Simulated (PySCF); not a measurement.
SMILES [CH3][Al]([CH3])[CH2][CH2][Ge]([Cl])([Cl])[Cl] (C4H10AlCl3Ge) at its GFN2-xTB optimised geometry (Å):

```
19

Ge    -0.8923     2.6715    -0.0900
Cl    -1.9240     2.9619     1.7748
Cl     0.4254     4.3661    -0.3298
Cl    -2.3941     2.8477    -1.6189
C      0.0007     0.8200    -0.1503
C     -1.0082    -0.3028     0.0000
Al    -0.0910    -2.1113     0.0000
C     -1.2771    -3.7023     0.0129
C      1.8984    -2.1113     0.0000
H      0.7381     0.8157     0.6513
H      0.5268     0.7700    -1.1026
H     -1.7542    -0.2395    -0.8040
H     -1.5768    -0.1621     0.9299
H     -1.0759    -4.3661     0.8600
H     -2.3334    -3.4165     0.0756
H     -1.1681    -4.3173    -0.8864
H      2.3269    -1.6712     0.9070
H      2.3334    -1.5591    -0.8400
H      2.2859    -3.1340    -0.0617
```

Method: PySCF with CAM-B3LYP/def2-SVP. Cells within 0.4 Å of a nucleus heavier than hydrogen are left out (blank, or x).

Map of the electron localisation function on the plane z = 0.0 Å:

```
|00000000000000000000000000000|
|00000000000002432100000000000|
|00000000000036775310000000000|
|00000000000058988630000000000|
|00000000000058607852000000000|
|000000000000373x7862000000000|
|00000000001126878861000000000|
|00000000012131466530000000000|
|000000000124x6221000000000000|
|000000000112x3320000000000000|
|00000000001225731000000000000|
|00000000000278655200000000000|
|00000000000154x68510000000000|
|00000000013479x67300000000000|
|000000000264x8632000000000000|
|000000000261x7500000000000000|
|00000000013589821222100000000|
|00000000001691007656410000000|
|00000000000207x198x4510000000|
|00000001321417x197x4510000000|
|00000029997791008799950000000|
|00000069999489622599982000000|
|00000059998xx6510299991000000|
|00000016875454100079950000000|
|00000001113552000002100000000|
|00000000001110000000000000000|
|00000000000000000000000000000|
|00000000000000000000000000000|
|00000000000000000000000000000|
```
Scale: ten equal steps from 0.000 (start of '0') to 1.000 (end of '9'), in the order '0123456789'; x runs from -6.50 to 6.50, y from -6.50 (bottom) to 6.50 (top).
